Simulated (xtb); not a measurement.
3-chloro-1H-silole (C4H5ClSi), SMILES ClC1=C[SiH2]C=C1. All values are semi-empirical tight-binding results from xtb (GFN2-xTB unless named), good for trends rather than for accurate numbers. The structure is a stationary point at GFN2-xTB.

Optimised geometry:

```xyz
11

Cl     0.1395     2.3394     0.0000
C      0.0437     0.6134     0.0000
C      1.1033    -0.2002     0.0000
Si     0.4830    -1.9805     0.0000
C     -1.2918    -1.3351     0.0000
C     -1.2798     0.0011     0.0000
H      2.1147     0.1646     0.0000
H      0.8318    -2.7092    -1.2187
H      0.8318    -2.7092     1.2187
H     -2.2101    -1.8977     0.0000
H     -2.1547     0.6340     0.0000
```

Computed properties:
```yaml
point_group_as_xtb_finds_it: Cs
orbital_gap: 2.88 eV
dipole_moment: 1.98 D
zero_point_energy: 44.1 kcal/mol
G − E(el) at 298.15 K (modified RRHO): 24.9 kcal/mol
static polarisability (D4 model): 84.3 bohr³
solvation energy, GFN2-xTB/ALPB(water): -1.2 kcal/mol
solvation energy, GFN2-xTB/ALPB(ch2cl2): -4.9 kcal/mol
```

Computed atomic charges and the Wiberg bond orders between heavy atoms:
charges (e) Cl1 -0.19, C2 0.09, C3 -0.16, Si4 0.45, C5 -0.14, C6 -0.04, H7 0.04, H8 -0.06, H9 -0.06, H10 0.04, H11 0.04. Bond orders Cl1–C2 0.96, C2–C3 1.81, C3–Si4 0.89, Si4–C5 0.90, C2–C6 1.10, C5–C6 1.87.
